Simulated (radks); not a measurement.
Coulomb parameter of the 5d shell of the platinum ion Pt2+ in the model configuration [Xe] 4f14 5d7 6s1, as a second difference U = [E(n + 0.25) + E(n - 0.25) - 2 E(n)] / (0.25)^2 with all orbitals relaxed. "Bare": the charge of the atom changes with n. "Screened": the 6s shell takes up the change at fixed total charge, which measures U(5d,5d) + U(6s,6s) - 2 U(5d,6s). All-electron calculation, scalar-relativistic Kohn-Sham, PBE, spin-unpolarised, spherical densities, point nucleus. Program: a radial shooting solver on a logarithmic mesh with Libxc functionals.

start: configuration [Xe] 4f14 5d7 6s1; E - E(n) (eV) 0.000
bare +0.25: configuration [Xe] 4f14 5d7.25 6s1; E - E(n) (eV) -6.718
bare -0.25: configuration [Xe] 4f14 5d6.75 6s1; E - E(n) (eV) 7.505
screened +0.25: configuration [Xe] 4f14 5d7.25 6s0.75; E - E(n) (eV) -1.206
screened -0.25: configuration [Xe] 4f14 5d6.75 6s1.25; E - E(n) (eV) 1.286

U(bare) = 12.588 eV, U(screened by 6s) = 1.276 eV, against the Slater integral F0(5d,5d) = 16.216 eV with frozen orbitals.
